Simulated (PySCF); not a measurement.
## Energy of Tm²⁺ (thulium, charge +2) between two integer charges

The 4f beta orbital of [Xe] 4f13 is emptied in steps (occupation f), with all orbitals relaxed, ending at [Xe] 4f12. Computed with PySCF 2.14 in def2-TZVP with the def2 core potential (28 electrons), with a scalar-relativistic core potential. The exact energy is a straight line in f; departures are measured from the line between the end points of the same method.

```json
{"f": "1", "UHF (eV)": "0.000"}
{"f": "0.75", "UHF (eV)": "1.321"}
{"f": "0.5", "UHF (eV)": "1.684"}
{"f": "0.25", "UHF (eV)": "1.205"}
{"f": "0", "UHF (eV)": "0.000"}
```

For UHF, how does the orbital energy at f = 1 compare with the removal energy?

−ε = 26.974 eV against a total-energy difference of 19.616 eV. By Janak's theorem ε = ∂E/∂f, so the gap between them reflects the curvature. Along the path −ε is 22.907 (f = 0.75), 19.305 (f = 0.5), 16.169 (f = 0.25) eV.

Reference removal energy between the ground levels: 23.66 ± 0.03 eV (semi-empirical (NIST evaluation); NIST Atomic Spectra Database, ionization energies). The calculation has no spin-orbit coupling. The determinant left behind need not be the lowest term of the ion. UHF lacks correlation.
